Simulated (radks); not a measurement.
Task: The mean radii <r> (bohr) of the occupied orbitals of an atom or ion are listed with their occupations. Calculated with a radial shooting solver on a logarithmic mesh with Libxc functionals: scalar-relativistic Kohn-Sham, r2SCAN, spin-unpolarised, spherical densities, finite nucleus; meta-GGA in the generalised Kohn-Sham scheme; Fermi nuclear charge, rms radius of each element as measured or else 0.836 A^(1/3) + 0.57 fm.

orbital  occ.      <r>
1s          2  0.06645
2s          2   0.3074
2p          6   0.2737
3s          2   0.9562
3p          6    1.030
3d          4    1.548

Name the element and its charge.

Result: Z = 23, vanadium, charge +1: V+ in [Ar] 3d4. The 1s radius gives Z: for a bare nucleus <r> = (2 gamma + 1)/(2Z) with gamma = sqrt(1 - (Z/c)^2), 0.0646 bohr for Z = 23, and screening makes it slightly larger (0.06645 here). The occupations add up to 22, and the charge is Z minus that.
